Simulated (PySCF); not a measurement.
O⁺: excitation energy

O⁺ [He] 2s2 2p3 (4S) → O⁺ [He] 2s1 2p4 (4P), as a difference of total energies. All numbers are calculated (PySCF 2.14, the non-relativistic Hamiltonian (point nucleus), in dyall-av3z (15s9p3d2f, 71 functions)). Correlated levels: valence: 1s2 frozen; virtual orbitals above 40 to 60 times the deepest correlated orbital energy dropped. The calculations carry no spin-orbit coupling.

```tsv
method	excitation energy (eV)
UHF	14.900
MP2 (valence)	14.980
SCS-MP2 (valence)	14.993
CCSD (valence)	14.913
CCSD(T) (valence)	14.897
```

Errors of the correlated levels include the incompleteness of this basis and the frozen core.

For comparison: 14.870 eV (measured; NIST levels, between the centres of gravity of the two terms).
